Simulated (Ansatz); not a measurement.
Reaction 2 R1 → P1 + P2, each structure at its B3LYP-D3(BJ)/def2-TZVP stationary point, reached from a drawn start (curvature not checked).
P1, Br4Se (SMILES Br[Se](Br)(Br)Br) (charge 0, multiplicity 1):
| atom | x (Å) | y (Å) | z (Å) |
|---|---|---|---|
| Se | -0.0009 | 0.4263 | 0.0040 |
| Br | -0.0036 | 0.8249 | 2.5217 |
| Br | -0.0058 | 0.8694 | -2.5067 |
| Br | 1.8270 | -1.0530 | -0.0095 |
| Br | -1.8167 | -1.0676 | -0.0094 |
R1: Br3Se (SMILES Br[Se](Br)Br), charge 0, multiplicity 2.
P2: Br2Se (SMILES Br[Se]Br), charge 0, multiplicity 1.

P less R. No zero-point or thermal terms; singlets are restricted closed shells; open shells are unrestricted; no spin–orbit coupling.

Frozen-core correlation throughout. In cc and def2 sets filled d and f shells under p-block atoms count as core.

Programs: Ansatz (Gaussian basis) for Hartree–Fock, density functionals and correlated methods. All values are computed, each at the level named.

Total energies in hartree:

```json
[
 {"structure": "P1", "PBE/def2-TZVPP": "-12696.312454", "B3LYP/def2-TZVPP": "-12698.336163", "CCSD(T)/cc-pVQZ": "-12690.737966"},
 {"structure": "R1", "PBE/def2-TZVPP": "-10122.534230", "B3LYP/def2-TZVPP": "-10124.152421", "CCSD(T)/cc-pVQZ": "-10118.064523"},
 {"structure": "P2", "PBE/def2-TZVPP": "-7548.761280", "B3LYP/def2-TZVPP": "-7549.976608", "CCSD(T)/cc-pVQZ": "-7545.419961"}
]
```

### Question
Work out the reaction energy at each level in eV (1 hartree = 27.21139 eV), and say how far PBE/def2-TZVPP lies from CCSD(T)/cc-pVQZ.

### Answer
- PBE/def2-TZVPP: (-12696.312454) + (-7548.761280) − 2 × (-10122.534230) = -0.005274 hartree = -0.144 eV
- B3LYP/def2-TZVPP: (-12698.336163) + (-7549.976608) − 2 × (-10124.152421) = -0.007929 hartree = -0.216 eV
- CCSD(T)/cc-pVQZ: (-12690.737966) + (-7545.419961) − 2 × (-10118.064523) = -0.028881 hartree = -0.786 eV
PBE/def2-TZVPP less CCSD(T)/cc-pVQZ: 0.642 eV. CCSD(T)/cc-pVQZ is the level counted from, the highest shown, and no exact or measured value.

Ansatz is a quantum-chemistry and plane-wave program.
